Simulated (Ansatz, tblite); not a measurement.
Removing and adding an electron: Sn₂₁H₃₁Br, a nanocrystal cut from the lattice of tin (1 of the caps Br). Total charge 0; singlet. Geometry: r2SCAN-D4/def2-SVP. Ansatz, gas phase; energy differences of separate SCF runs; the oxidised species was run as a doublet alone; the reduced species was run as a doublet alone.

```xyz
53

Sn   -3.1140   -2.3694    4.2927
Sn    2.6699    3.3640    3.8832
Sn    4.5868    0.8693    0.4272
Sn    0.7012   -0.8024    2.2009
Sn   -3.3250    1.0712    1.3271
Sn    0.5324    2.7189   -0.5754
Sn   -1.1999   -1.3311   -2.0083
Sn   -4.9935   -2.9712    0.0757
Sn    2.6746    0.3723   -3.8189
Sn   -1.4586    2.1659   -5.1458
Sn    1.1120    1.0645    4.2645
Sn   -0.5302   -3.0025    3.4381
Sn   -4.6322   -1.2317    2.2364
Sn    3.3152   -1.4332    1.3912
Sn    5.0151    2.6747    2.5290
Sn    3.0487    2.0476   -1.6016
Sn   -2.5910   -3.6297   -1.1941
Sn    1.2789   -1.9667   -3.1595
Sn   -0.8512    0.3971    0.1815
Sn   -2.7484   -0.0013   -3.9351
Sn    1.2058    1.6619   -5.8292
Br    2.6988   -0.2790    5.7515
H    -3.9043   -3.7701    4.9070
H    -3.0072   -1.2357    5.5821
H     3.0406    3.9734    5.4464
H     1.7964    4.5776    3.0397
H     6.1239    0.4461   -0.2400
H    -3.0299    2.1525    2.6383
H    -4.2861    1.9215    0.1787
H     0.7046    3.7155    0.8218
H    -0.3837    3.6198   -1.7214
H    -5.8032   -4.4008    0.5909
H    -6.0084   -2.2009   -1.0821
H     4.2207   -0.0528   -4.4636
H    -1.5298    3.5191   -4.0906
H    -2.3198    2.5943   -6.5735
H    -0.2651    1.3193    5.2758
H     0.4429   -3.5118    4.7599
H    -0.6001   -4.3019    2.3123
H    -6.1857   -0.7993    2.8568
H     4.1829   -2.0737    2.7269
H     3.2656   -2.6399    0.1653
H     6.1052    1.9723    3.6574
H     5.7516    4.1055    1.9144
H     3.8433    3.4848   -2.1426
H    -1.5995   -4.5622   -0.1422
H    -2.9135   -4.5986   -2.5813
H     2.1836   -2.9831   -2.1083
H     0.9879   -2.8584   -4.6059
H    -4.2141    0.5356   -3.2038
H    -3.1825   -1.1376   -5.1557
H     1.9705    3.1426   -6.2642
H     1.2178    0.6579   -7.2295
```

In the def2 sets Sn takes a core potential; there is no spin–orbit coupling. The xTB rows come from tblite. Single mean-field runs in def2-TZVP are fitted with def2-universal-jkfit. HOMO above LUMO, or a gap near zero within one spin, warns that the state may not be the lowest or that an electron is smeared out.

| level | −HOMO (eV) | vertical IE (eV) | −LUMO (eV) | vertical EA (eV) | HOMO–LUMO gap (eV) | IE − EA (eV) |
| --- | --- | --- | --- | --- | --- | --- |
| GFN1-xTB | 10.42 | 11.70 | 8.76 | 7.59 | 1.66 | 4.11 |
| PBE0-D4/def2-TZVP | 6.67 | 7.55 | 2.25 | 1.53 | 4.42 | 6.03 |
| BHLYP-D4/def2-TZVP | 7.36 | 7.80 | 1.48 | 1.23 | 5.88 | 6.57 |

Question: Estimate the rows for GFN2-xTB, PBE-D4/def2-TZVP.

Answer: 
| level | −HOMO (eV) | vertical IE (eV) | −LUMO (eV) | vertical EA (eV) | HOMO–LUMO gap (eV) | IE − EA (eV) | remarks |
| --- | --- | --- | --- | --- | --- | --- | --- |
| GFN2-xTB | 10.83 | 12.05 | 9.75 | 8.65 | 1.08 | 3.40 | – |
| PBE-D4/def2-TZVP | 5.88 | 7.15 | 2.97 | 1.85 | 2.91 | 5.31 | gap within one spin near zero (+1 doublet), gap within one spin near zero (-1 doublet) |

   Raw xTB energy differences between charge states are shifted by several eV; the methods need an empirical correction for them. Sets without diffuse functions give affinities that are too small.
